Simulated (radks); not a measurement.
Results of a calculation; reference values are marked as such.
Ionisation ladder of iridium, from Ir XXIII to Ir XLIV. Each ion is in the ground configuration listed by NIST, and IE = E(next ion) - E(this ion). Code: a radial shooting solver on a logarithmic mesh with Libxc functionals. Model: scalar-relativistic Kohn-Sham, BLYP, spin-polarised, spherical densities, finite nucleus; open shells are filled with parallel spins first (spin-orbit coupling, left out, can overturn this in heavy ions); Fermi nuclear charge, rms radius 5.4032 fm.

species,configuration,E (hartree),"IE, Delta-SCF (eV)",-e(HOMO) (eV),HOMO,<r> HOMO (bohr),"IE, NIST (eV)",kind,error (eV)
Ir XXIII,[Kr] 4d10 4f9,-17625.4058,647.37,624.76,4f down,0.458,670,theory,-22.6
Ir XXIV,[Kr] 4d10 4f8,-17601.6155,693.47,670.34,4f down,0.451,720,theory,-26.5
Ir XXV,[Kr] 4d10 4f7,-17576.1308,752.50,728.40,4f up,0.441,770,theory,-17.5
Ir XXVI,[Kr] 4d10 4f6,-17548.4769,801.65,777.01,4f up,0.434,820,theory,-18.4
Ir XXVII,[Kr] 4d10 4f5,-17519.0169,851.85,826.71,4f up,0.428,870,theory,-18.1
Ir XXVIII,[Kr] 4d10 4f4,-17487.7119,903.10,877.45,4f up,0.422,920,theory,-16.9
Ir XXIX,[Kr] 4d10 4f3,-17454.5237,955.36,929.22,4f up,0.416,980,theory,-24.6
Ir XXX,[Kr] 4d10 4f2,-17419.4150,1008.6,981.99,4f up,0.411,1030,theory,-21.4
Ir XXXI,[Kr] 4d10 4f1,-17382.3497,1062.8,1035.7,4f up,0.405,1080,theory,-17.2
Ir XXXII,[Kr] 4d10,-17343.2926,1339.8,1314.4,4d,0.420,1331,theory,+8.8
Ir XXXIII,[Kr] 4d9,-17294.0558,1392.4,1366.8,4d down,0.417,1381,theory,+11.4
Ir XXXIV,[Kr] 4d8,-17242.8847,1445.5,1419.7,4d down,0.414,1436,theory,+9.5
Ir XXXV,[Kr] 4d7,-17189.7633,1499.0,1473.0,4d down,0.411,1493,theory,+6.0
Ir XXXVI,[Kr] 4d6,-17134.6771,1552.8,1526.7,4d down,0.408,1548,theory,+4.8
Ir XXXVII,[Kr] 4d5,-17077.6130,1621.4,1594.4,4d up,0.404,1603,theory,+18.4
Ir XXXVIII,[Kr] 4d4,-17018.0283,1677.3,1650.1,4d up,0.401,1684,theory,-6.7
Ir XXXIX,[Kr] 4d3,-16956.3878,1733.7,1706.3,4d up,0.398,1739,theory,-5.3
Ir XL,[Kr] 4d2,-16892.6763,1790.4,1762.9,4d up,0.395,1801,theory,-10.6
Ir XLI,[Kr] 4d1,-16826.8810,1847.4,1819.7,4d up,0.393,1857,theory,-9.6
Ir XLII,[Kr],-16758.9920,2119.0,2092.0,4p,0.392,2083,theory,+36.0
Ir XLIII,[Ar] 3d10 4s2 4p5,-16681.1215,2175.3,2148.4,4p down,0.390,2139,theory,+36.3
Ir XLIV,[Ar] 3d10 4s2 4p4,-16601.1822,2231.1,2204.5,4p down,0.388,2201,theory,+30.1

Reference values: NIST Atomic Spectra Database (exp. = measured, semi-emp. = semi-empirical, theory = theoretical value adopted there). The ionisation energy per charge of the ion left behind rises most, in proportion, at Ir XXXII ([Kr] 4d10), from 34.284 to 41.869 eV. Open shells are spherical and high-spin; term and fine-structure splittings are not resolved. Spin-orbit splitting is averaged out at the scalar-relativistic level.
